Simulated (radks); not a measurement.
The numbers below are computed, except where a source is named.
All-electron atom: Ce XIX in [Kr] 4d2 5s2 (not the ground configuration). Code: a radial shooting solver on a logarithmic mesh with Libxc functionals. Model: scalar-relativistic Kohn-Sham, PBE, spin-polarised, spherical densities, finite nucleus; open shells are filled with parallel spins first (spin-orbit coupling, left out, can overturn this in heavy ions); Fermi nuclear charge, rms radius 4.8771 fm.

Unscreened Slater integrals over Kohn-Sham orbitals (eV). They are taken over the spin-up orbitals. Empty in this configuration: 5p.

integral,value
"F0(5s,5s)",21.923
"F0(5s,4d)",26.062
"G2(5s,4d)",3.0747
"F0(5s,4p)",26.255
"G1(5s,4p)",2.5853
"F0(5s,4s)",26.441
"G0(5s,4s)",1.8775
"F0(5s,5p)",21.382
"G1(5s,5p)",14.572
"F0(4d,4d)",37.848
"F2(4d,4d)",19.462
"F4(4d,4d)",13.213
"F0(4d,4p)",38.478
"F2(4d,4p)",19.934
"G1(4d,4p)",25.136
"G3(4d,4p)",15.975
"F0(4d,4s)",39.130
"G2(4d,4s)",19.735
"F0(4d,5p)",25.133
"F2(4d,5p)",9.0288
"G1(4d,5p)",2.5741
"G3(4d,5p)",2.6593
"F0(4p,4p)",39.208
"F2(4p,4p)",20.652
"F0(4p,4s)",39.894
"G1(4p,4s)",27.202
"F0(4p,5p)",25.314
"F2(4p,5p)",8.8282
"G0(4p,5p)",1.8921
"G2(4p,5p)",2.5140
"F0(4s,4s)",40.637
"F0(4s,5p)",25.486
"G1(4s,5p)",2.4610
"F0(5p,5p)",20.896
"F2(5p,5p)",11.182

Derived for the open shells (J is the average intra-shell exchange parameter used in DFT+U). 4d: Racah B = F2/49 - 5 F4/441 = 0.2474 eV, C = 35 F4/441 = 1.049 eV, C/B = 4.24, F4/F2 = 0.679, J = (F2 + F4)/14 = 2.334 eV.
